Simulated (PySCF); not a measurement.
C3H5BFNO. Atoms are numbered in the order given.

```xyz
12

C     -2.2730     0.1982    -0.1157
N     -0.9193     0.0209    -0.6090
C     -0.2034    -1.2125    -0.2662
C      0.9207    -0.6727     0.2464
F      2.0862    -1.2244     0.5695
B      0.2590     0.7270    -0.0533
O      0.5441     2.0249     0.1162
H     -2.3781     0.0161     0.9756
H     -2.9707    -0.4802    -0.6355
H     -2.6128     1.2262    -0.3222
H     -0.5555    -2.2216    -0.5053
H     -0.1370     2.6211    -0.2244
```
Charge 0, spin multiplicity 1.

Coordinates come from a B3LYP-D3(BJ)/def2-SVP optimisation. The structure was generated by enumeration, and PubChem lists no compound with its InChIKey, so it may never have been made. One conformer was computed; it need not be the lowest.

Calculation: r2SCAN/def2-TZVP (PySCF).

Isolated molecule, no solvent.

Computed frontier levels, gap, dipole moment and polarisability:
```json
{
 "highest_occupied_level": "-5.01 eV",
 "lowest_empty_level": "-1.65 eV",
 "orbital_gap": "3.36 eV",
 "dipole_moment": "2.93 D",
 "quadrupole, principal values (traceless, Buckingham form, about the centre of nuclear charge)": "-6.06, -1.65, 7.72 D·Å",
 "mean_static_polarisability": "59.4 bohr³ (8.81 Å³)",
 "polarisability_principal_values": "43.7, 64.0, 70.6 bohr³"
}
```
